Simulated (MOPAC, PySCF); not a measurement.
Pair of molecules: CH4 (SMILES C) (first 5 atoms) with CH3F (SMILES CF); geometry from B3LYP-D3(BJ)/def2-TZVP, rigid monomers moved along the line of their centres of mass till H2···F7 is 2.34 Å.
(charge 0, multiplicity 1):
```xyz
10

C      0.009    -0.067     0.191
H     -0.359     0.613     0.957
H     -0.437    -1.052     0.331
H     -0.259     0.312    -0.794
H      1.094    -0.146     0.262
C      0.130    -0.088     3.732
F     -0.512     1.047     3.249
H      0.979     0.223     4.342
H     -0.577    -0.660     4.335
H      0.472    -0.684     2.886
```

Monomers are frozen at their geometry in the pair; levels with a basis set take the counterpoise correction. Rows marked so take none.

Rows in 6-311+G**, 6-31G* carry no dispersion term and start afresh at each structure (6-31G* with six Cartesian d functions). MP2/6-31G* freezes PySCF's default core. The state that PM7 reach isn't checked; PM7 holds dispersion and hydrogen-bond terms.

Programs: MOPAC for PM7 (differences of heats of formation); PySCF for 6-311+G** rows, 6-31G* rows. Values without a source in brackets are computed.

What interaction energy does B3LYP/6-311+G** (no counterpoise) give?

21 meV

Estimate the interaction energy that PM7 returns for this input.

31 meV

Predict the interaction energy from MP2/6-31G*.

24 meV
